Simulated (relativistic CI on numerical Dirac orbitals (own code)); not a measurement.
## Level scheme of Re LXVIII

Computed by Dirac-Coulomb-Breit CI, KLI orbitals optimised for each configuration, model QED (radiative potential, 1s self-energy scaled to tabulated hydrogen-like ionisation energies), unscaled Slater integrals (own radial code, finite nucleus).

Configurations in the expansion (outside the closed core 1s2): 2s²2p⁴, 2s2p⁵, 2p⁶, 2p⁵3s, 2s²2p³3s, 2p⁵3p, 2p⁵3d, 2s²2p³3p, 2s²2p³3d, 2s2p⁴3s, 2s2p⁴3p, 2s2p⁴3d, 2s²2p³4s, 2s²2p³4p, 2s²2p³4d, 2s²2p³4f. Levels of other configurations are missing.

The lowest level is 2s²2p⁴ ³P2, with 68 % of that term; Hund's rules for 2s²2p⁴ give ³P with J = 2, in agreement.

```csv
No.,Configuration,Term,J,E (Ry),%,Landé g,Lifetime (s),jj configuration (%)
1,2s²2p⁴,³P,2,0.000,68,1.303,,2p3/2^2 (100)
2,2s²2p⁴,¹S,0,4.582,65,,1.11e-02,2p3/2^2 (100)
3,2s²2p⁴,³P,1,109.493,100,1.468,2.91e-11,2p1/2 2p3/2^3 (100)
4,2s²2p⁴,¹D,2,110.887,68,1.120,6.55e-11,2p1/2 2p3/2^3 (100)
5,2s2p⁵,³P°,2,140.153,100,1.461,8.61e-14,2s 2p3/2^3 (100)
6,2s2p⁵,¹P°,1,146.513,63,1.153,3.48e-14,2s 2p3/2^3 (100)
7,2s²2p⁴,³P,0,222.329,65,,8.63e-12,2p3/2^4 (99)
8,2s2p⁵,³P°,0,250.563,100,,4.33e-14,2s 2p1/2 2p3/2^4 (100)
9,2s2p⁵,³P°,1,253.428,63,1.264,4.00e-14,2s 2p1/2 2p3/2^4 (100)
10,2p⁶,¹S,0,289.633,99,,2.12e-14,closed (99)
11,2s²2p³3s,³P°,2,652.746,49,1.480,8.06e-15,2p3/2 3s (100)
12,2s²2p³3s,¹P°,1,653.435,32,1.138,3.45e-15,2p3/2 3s (100)
13,2s²2p³3p,³P,1,661.911,32,1.467,6.17e-13,2p3/2 3p1/2 (100)
14,2s²2p³3p,³D,2,662.014,26,1.149,3.81e-13,2p3/2 3p1/2 (100)
15,2s²2p³3p,³D,3,693.249,51,1.315,3.43e-13,2p3/2 3p3/2 (100)
16,2s²2p³3p,³P,1,693.291,34,1.327,3.38e-13,2p3/2 3p3/2 (100)
17,2s²2p³3p,³P,2,695.496,45,1.309,3.64e-13,2p3/2 3p3/2 (100)
18,2s²2p³3p,³P,0,697.487,69,,1.71e-13,2p3/2 3p3/2 (100)
19,2s²2p³3d,³D°,2,702.255,33,1.028,6.74e-15,2p3/2 3d3/2 (100)
20,2s²2p³3d,³F°,3,702.870,27,1.065,2.96e-14,2p3/2 3d3/2 (99)
21,2s²2p³3d,³D°,1,703.144,35,1.070,2.31e-15,2p3/2 3d3/2 (100)
22,2s²2p³3d,³P°,0,703.443,65,,7.41e-13,2p3/2 3d3/2 (100)
23,2s²2p³3d,³F°,4,710.188,51,1.233,5.40e-12,2p3/2 3d5/2 (100)
24,2s²2p³3d,³D°,2,711.086,34,1.217,9.07e-16,2p3/2 3d5/2 (100)
25,2s²2p³3d,³D°,3,712.290,48,1.203,4.06e-16,2p3/2 3d5/2 (99)
26,2s²2p³3d,³D°,1,713.248,32,1.074,6.03e-16,2p3/2 3d5/2 (100)
27,2s²2p³3s,⁵S°,2,760.992,55,1.574,1.42e-14,2p1/2 2p3/2^2 3s (100)
28,2s²2p³3s,³S°,1,761.921,55,1.295,3.24e-15,2p1/2 2p3/2^2 3s (100)
29,2s²2p³3s,³D°,3,762.818,100,1.297,1.11e-14,2p1/2 2p3/2^2 3s (100)
30,2s²2p³3s,¹D°,2,763.490,67,1.018,3.57e-15,2p1/2 2p3/2^2 3s (100)
```

Energies count from the lowest computed level; ° marks odd parity; lifetimes are radiative, by E1, M1, E2, M2 decay to levels of this space only. Filled j subshells are mostly left out of the jj labels.

The mean weight of the leading LS term, summed over parents, in these 30 levels is 58 %, and that of the leading jj configuration (from the same eigenvectors) 100 %, so jj coupling describes them better and the LS labels are nominal.

At this charge energies of transitions that change n are usually good to better than 1 %, and those within a shell (Δn = 0) to a few per cent.

LS names give the leading component of a level, which can be under half, so a name can repeat, a term be missing and a line seem to break the LS rules.
